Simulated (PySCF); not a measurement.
**Assignment exercise: C4H4N2O**

Atoms are numbered as in `[CH2:1]=[CH:2][c:3]1[n:4][cH:5][n:6][o:7]1`; H(Xn) means a hydrogen on atom n. Ha(C1) is cis to C3; Hb(C1) is trans to C3.

Theoretical values (PySCF 2.14.0 with density-fitted response routines): coordinates at the GFN2-xTB level, NMR shieldings at PBE0/pcSseg-1/GIAO. Gas phase, non-relativistic Hamiltonian, one computed conformer.

References, each an isolated molecule treated in the same way: TMS for ¹³C and ¹H.

Question: Assign these signals to the numbered atoms. ¹³C{¹H} NMR (computed): δ 183.9, 163.0, 137.2, 127.6.

Answer: 
```tsv
δ (ppm)	atoms	environment	reason
183.9	C3	substituted aromatic carbon next to the ring oxygen	–
163.0	C5	aromatic CH between two ring heteroatoms	–
137.2	C1	terminal =CH2 carbon	an sp2 carbon of a C=C bond
127.6	C2	alkene CH	as expected for a trigonal carbon in a double bond
```

Question: Assign these signals to the numbered atoms. ¹H NMR (400 MHz, computed): δ 8.46 (s, 1H), 7.39 (m, 1H), 6.98 (m, 1H), 6.31 (m, 1H).

Answer: 
8.46 → H(C5), hydrogen on an aromatic CH between two ring heteroatoms: aromatic region
7.39 → Ha(C1), hydrogen on a terminal =CH2 carbon: attached to an sp2 carbon and in the plane of the double bond
6.98 → H(C2), hydrogen on an alkene CH: attached to an sp2 carbon and in the plane of the double bond
6.31 → Hb(C1), hydrogen on a terminal =CH2 carbon: attached to an sp2 carbon and in the plane of the double bond

Shifts are as computed. Against solution values, carbons near 30 ppm lie about +3 ppm off and those near 130 ppm about +5 ppm. Of 1211 compounds with measured shifts, 218 miss one by over three times the rms of a fit or turn the order of signals round; such compounds aren't used in these exercises. Multiplicities follow the n + 1 count of equivalent neighbours, as no J values were calculated; m marks all less simple cases, F and P coupling included.
